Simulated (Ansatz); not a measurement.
SiNH7O2, singlet: at the end structure of a reaction step.

in.yaml

```yaml
crystal:
  periodic: [false, false, false]
  atoms:
    - {symbol: Si, position_ang: [-0.221289, 0.567405, -0.405517]}
    - {symbol: N, position_ang: [-0.177524, -1.250052, 0.710924]}
    - {symbol: H, position_ang: [-0.160916, 1.876735, -1.184614]}
    - {symbol: H, position_ang: [-1.660907, 0.215767, -0.586705]}
    - {symbol: O, position_ang: [0.214515, 1.168483, 1.093519]}
    - {symbol: H, position_ang: [0.765553, -1.393150, 1.053163]}
    - {symbol: O, position_ang: [0.877217, -0.299413, -1.322164]}
    - {symbol: H, position_ang: [-0.805243, -1.197175, 1.503846]}
    - {symbol: H, position_ang: [-0.432008, -2.035748, 0.124867]}
    - {symbol: H, position_ang: [0.376530, 2.112475, 1.051494]}
    - {symbol: H, position_ang: [1.224073, 0.234672, -2.038813]}
basis:
  gaussian: {orbitals: def2-TZVPP}
hamiltonian: {xc: r2scan, dispersion: d4}
```

Launched with

```bash
ansatz run in.yaml --threads 4 --pin off --events-out ev --progress --plain --max-ram 9574MiB
```

What Ansatz 0.2.0 printed:

```
Functional definition: r2SCAN
  name "r2SCAN"
  cite "Furness, Kaplan, Ning, Perdew & Sun, J. Phys. Chem. Lett. 11, 8208 (2020) doi:10.1021/acs.jpclett.0c02405"
  cite "Furness, Kaplan, Ning, Perdew & Sun, J. Phys. Chem. Lett. 11, 9248 (2020) doi:10.1021/acs.jpclett.0c03077"
  parent r2scan
  parameter k0 = 0.174
  parameter k1 = 0.065
  parameter a1 = 4.9479
  exchange = r2scan_x(k0 = k0, k1 = k1, a1 = a1)
  correlation = r2scan_c
1158 factors; their error is unknown
mean field evaluation 1: about -13563.3997 eV, gradient 9.4e1 eV
mean field evaluation 2: about -13527.9726 eV, gradient 1.6e2 eV
mean field evaluation 4: about -13577.6968 eV, gradient 1.0e1 eV
mean field evaluation 8: about -13577.8766 eV, gradient 3.4e-1 eV
mean field evaluation 16: about -13577.8545 eV, gradient 4.7e-4 eV
mean field -13577.85452038 eV, -498.9769502236 hartree, gradient 1.6e-5 eV, S^2 0.000000; 0 other end points of the search recorded, 0 dependent functions left out
reference -13577.85453189 eV, -498.9769506465 hartree; 22, 22 occupied and 211, 211 virtual orbitals, 1158 factors
Total energy: -13577.90021017 eV, -498.9786292925 hartree
```

The lines “mean field evaluation” count trial sets of orbitals through the whole run, from several starts and some on an approximate energy, so they need not fall steadily or lie above the final value.

The run took about 5.5 s on 4 CPU threads of an Arm Neoverse N1 (shared host).
